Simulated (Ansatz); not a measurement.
Computed with Ansatz on PBE0-D4/def2-TZVP structures; ΔE is electronic, products minus reactants. CBS: MP2 limit from def2 TZ/QZ plus the TZ coupled-cluster correction, frozen cores. This one scheme is used for every species. Each species was taken in one conformer, which may not be the lowest.

Reaction (ligand exchange at the Si–S bond): `CO[SiH2]S[SiH](F)F` + `[SiH3]S` → `F[SiH](F)S[SiH3]` + `CO[SiH2]S`

`CO[SiH2]S[SiH](F)F`:

Cartesian coordinates in Å:
```
C 0.257 -1.316 1.421
O 0.829 -0.540 0.387
Si 0.571 -0.753 -1.215
S 0.294 1.187 -2.074
Si -0.614 2.042 -0.374
F -1.767 1.107 0.191
F -1.303 3.384 -0.863
H -0.734 -1.689 1.143
H 0.157 -0.686 2.306
H 0.903 -2.165 1.662
H 1.742 -1.339 -1.908
H -0.629 -1.605 -1.405
H 0.296 2.375 0.729
```

`[SiH3]S`:

Cartesian coordinates in Å:
```
Si -0.021 -0.494 0.186
S -0.647 1.208 -0.946
H 1.324 -0.965 -0.233
H -1.035 -1.536 -0.102
H 0.008 -0.202 1.642
H 0.371 1.988 -0.546
```

`F[SiH](F)S[SiH3]`:

Z-matrix (Å, degrees):
```
Si
F 1 1.585
S 1 2.098 2 111.7
F 1 1.588 2 105.5 3 120.4
H 1 1.470 2 108.7 3 -122.0
Si 3 2.157 1 98.6 2 72.7
H 6 1.482 3 110.0 1 -36.9
H 6 1.481 3 105.2 1 -156.1
H 6 1.481 3 110.3 1 85.0
```

`CO[SiH2]S`:

Z-matrix (Å, degrees):
```
C
O 1 1.410
H 1 1.091 2 108.1
H 1 1.096 2 111.7 3 119.3
H 1 1.095 2 111.3 3 -119.1
Si 2 1.639 1 122.6 3 -170.3
S 6 2.120 2 109.8 1 171.1
H 6 1.488 2 108.6 1 49.0
H 6 1.485 2 111.9 1 -72.6
H 7 1.344 6 94.3 2 -69.2
```

| level | ΔE (kcal/mol) |
| --- | --- |
| CCSD(T)/def2-TZVPP | 0.9 |
| HF/CBS(def2) | 0.0 |

Question: What does CCSD(T)/CBS give? (An estimate is asked.)

Answer: Ansatz gave: +0.9 kcal/mol. The listed levels differ from it by 0.0, -0.9 kcal/mol.

Largest T1 diagnostic among the species: 0.012.

The D4 term adds +1.2 kcal/mol with B3LYP and +0.7 kcal/mol with PBE0; it sums over pairs of atoms, weighted by their polarisabilities, and B3LYP, whose exchange is more repulsive, gets the larger term. In def2-TZVPP, CCSD(T) changes the Hartree–Fock value by +0.9 kcal/mol (the triples alone add +0.1 kcal/mol) and MP2 by +0.9 kcal/mol.

B3LYP here is the variant with VWN-RPA as its local correlation; programs differ in this.
